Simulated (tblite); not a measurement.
Compound: C2H12NPSi3.
Atom-mapped SMILES: `[PH2:1][Si@H:2]1[CH2:3][CH2:4][SiH2:5][NH:6][SiH2:7]1` (hydrogens: H8, H9 on P1; H10 on Si2; H11, H12 on C3; H13, H14 on C4; H15, H16 on Si5; H17 on N6; H18, H19 on Si7)

The geometry is computed with GFN2-xTB (gas phase).

Give the optimised bond lengths and angles.

```csv
bond,length (Å)
P1–Si2,2.254
Si2–C3,1.913
C3–C4,1.528
C4–Si5,1.899
Si5–N6,1.738
N6–Si7,1.737
Si2–Si7,2.322
"P1–H8, P1–H9",1.381
Si2–H10,1.483
C3–H11,1.094
C3–H12,1.095
C4–H13,1.093
C4–H14,1.092
Si5–H15,1.472
Si5–H16,1.466
N6–H17,1.008
Si7–H18,1.478
Si7–H19,1.471
```

Bonds in one row agree within 0.01 Å and their mean is given. A selection of angles:
```csv
angle,degrees
Si2–P1–H8,93.9
Si2–P1–H9,95.9
H8–P1–H9,92.1
P1–Si2–C3,105.6
P1–Si2–Si7,118.0
P1–Si2–H10,102.6
C3–Si2–Si7,109.8
C3–Si2–H10,106.8
Si7–Si2–H10,113.3
Si2–C3–C4,112.2
Si2–C3–H11,110.0
Si2–C3–H12,109.4
C4–C3–H11,109.4
C4–C3–H12,109.7
H11–C3–H12,106.1
C3–C4–Si5,114.8
C3–C4–H13,109.1
C3–C4–H14,108.9
Si5–C4–H13,107.8
Si5–C4–H14,109.7
H13–C4–H14,106.1
C4–Si5–N6,109.2
C4–Si5–H15,109.4
C4–Si5–H16,110.8
N6–Si5–H15,111.2
N6–Si5–H16,106.0
H15–Si5–H16,110.3
Si5–N6–Si7,130.2
Si5–N6–H17,113.2
Si7–N6–H17,114.4
N6–Si7–H18,110.5
N6–Si7–H19,105.5
Si2–Si7–N6,102.7
Si2–Si7–H18,114.9
Si2–Si7–H19,116.9
H18–Si7–H19,106.0
```

Torsions: P1–Si2–C3–C4 179° (antiperiplanar); Si2–C3–C4–Si5 -68° (synclinal); C3–C4–Si5–N6 60° (synclinal); C4–Si5–N6–Si7 -43° (synclinal); Si5–N6–Si7–Si2 31° (synclinal); P1–Si2–Si7–N6 -150°.

Si7 (SiH2 silicon) is distorted tetrahedral (angles from 102.7° to 116.9°). Si5 (SiH2 silicon) is distorted tetrahedral (angles from 106.0° to 111.2°). The 6-membered ring Si2–C3–C4–Si5–N6–Si7 has internal angles of 102.7° to 130.2°; it is puckered, 0.24 Å rms from its mean plane, widest ring torsion 68°. P1 (three-coordinate phosphorus) is pyramidal (angles 95.9°, 93.9° and 92.1°, sum 281.9°, 0.84 Å off the plane of its three neighbours). Si2 (SiH silicon) is distorted tetrahedral (angles from 102.6° to 118.0°). N6 (nitrogen bridging silicon atoms) is almost planar (angles 130.2°, 114.4° and 113.2°, sum 357.8°, 0.12 Å off the plane of its three neighbours).

Point group: C1 (no symmetry element, even within 0.4 Å). Its GFN2-xTB frequencies are all real (lowest 41 cm⁻¹). One conformer, not necessarily the lowest (H–P1–Si2–C3 179° and -89°, P1–Si2–C3–C4 179°, Si2–C3–C4–Si5 -68°, C3–C4–Si5–N6 60°, C4–Si5–N6–Si7 -43°). 3 starts were optimised and ended at 0.00, 0.00 and 0.02 kcal/mol (GFN2-xTB); the lowest of these is shown.

Hardware: one thread of an Arm Neoverse N1, no GPU, shared host with 64 logical CPUs at a one-minute load of 61. Cost: 3.5 s. These figures are those of the optimisation.
